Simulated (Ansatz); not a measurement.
CH6OSi2 can be A, `C1[SiH2]O[SiH2]1`, or B, `[SiH3][SiH]1CO1`.

Program: Ansatz. Geometries: PBE0-D4/def2-TZVP. ΔE: electronic, gas phase. CBS: MP2 limit from def2 TZ/QZ plus the TZ coupled-cluster correction, frozen cores. Functionals use def2-TZVPP. B3LYP here is the variant with VWN-RPA as its local correlation; programs differ in this.

Q: Which is lower in electronic energy at CCSD(T)/CBS, and by how much? (An estimate is asked.)

A: The calculation gave: A, by 70.1 kcal/mol.

Q: Give E(B) − E(A) in kcal/mol with CCSD(T)/def2-SVP, B2PLYP, CCSD(T)/def2-TZVPP, LDA (SPW92), B3LYP, HF/def2-TZVPP, BLYP-D4. (Best estimate.)

A: The calculation gave: CCSD(T)/def2-SVP 64.4, B2PLYP 68.5, CCSD(T)/def2-TZVPP 69.0, LDA (SPW92) 63.9, B3LYP 65.4, HF/def2-TZVPP 74.4, BLYP-D4 62.3. None reverses the order clearly.

Q: Does the order hold for the free energy at 298.15 K (harmonic terms from PBE0-D4)? (Best estimate.)

A: Ansatz gave: Yes: G(B) − G(A) = +67.4 kcal/mol.

Largest T1 diagnostic: 0.015.

From BLYP to BHLYP (50 % exact exchange), in def2-TZVPP and without D4, E(B) − E(A) moves by +10.5 kcal/mol. In def2-TZVPP, CCSD(T) changes the Hartree–Fock value by −5.4 kcal/mol (the triples alone add −1.2 kcal/mol) and MP2 by −1.5 kcal/mol.
